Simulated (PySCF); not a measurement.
**Two-component Hartree-Fock for La (lanthanum, neutral)**

Start: [Xe] 5d1 6s2; 5d3/2 filled at m_j = +3/2. Calculated with PySCF 2.14 in x2c-TZVPall-2c: generalised Hartree-Fock with the X2C-1e Hamiltonian and a Gaussian nucleus; one run each with spin-orbit coupling (SO) switched off, then screened by Boettger's factors.

```
spinor shell  electrons  ε, spin-free (eV)  ε, screened SO (eV)  weight of nominal j (screened SO)  rms radius, screened SO (bohr)
       1s1/2          2           -39120.5             -39115.4                              1.000                          0.0286
       2s1/2          2            -6335.5              -6333.9                              1.000                           0.116
       2p1/2          2            -5671.4              -5960.0                              1.000                           0.100
       2p3/2          4            -5671.4              -5543.4                              1.000                           0.106
       3s1/2          2            -1400.7              -1400.0                              1.000                           0.303
       3p1/2          2            -1183.7              -1241.2                              1.000                           0.295
       3p3/2          4            -1183.7              -1157.7                              1.000                           0.308
       3d3/2          4            -871.96              -882.15                              1.000                           0.279
       3d5/2          6            -871.96              -864.46                              1.000                           0.283
       4s1/2          2            -301.84              -301.55                              1.000                           0.694
       4p1/2          2            -228.40              -240.61                              1.000                           0.719
       4p3/2          4            -228.40              -222.66                              1.000                           0.746
       4d3/2          4            -118.77              -120.54                              1.000                           0.820
       4d5/2          6            -118.77              -117.23                              1.000                           0.830
       5s1/2          2            -48.513              -48.356                              1.000                            1.67
       5p1/2          2            -27.742              -30.010                              0.994                            1.89
       5d3/2          1             -6.061               -6.096                              1.000                            3.29
       6s1/2          2             -5.136               -5.126                              0.731                            4.63
```

Where does 5p3/2 lie, and what is the 5p spin-orbit splitting (screened SO)?

At -26.510 eV, 3.500 eV above 5p1/2.

```tsv
quantity	spin-free	screened SO
E (hartree)	-8487.68864	-8491.13763
M_J	3/2	3/2
⟨J²⟩	3.770	3.779
⟨L²⟩	7.700	7.881
⟨S²⟩	1.664	1.769
```

Each row is a mean over spinors that exchange with the open shell spreads, by up to 1.774 eV (5p1/2).

Rows whose weight is well below 1 are mixtures of j = l ± 1/2: exchange outweighs spin-orbit coupling there, and the label is only the starting occupation.

Breit and QED terms are absent; they matter most for the inner s and p1/2 levels.

Densities and radii are taken from the X2C orbitals without a picture-change correction, which distorts them close to the nucleus.

Without spin-orbit coupling the j labels of p, d and f shells carry no meaning; the spin-free column gives the mean over the occupied spinors of each nl shell.
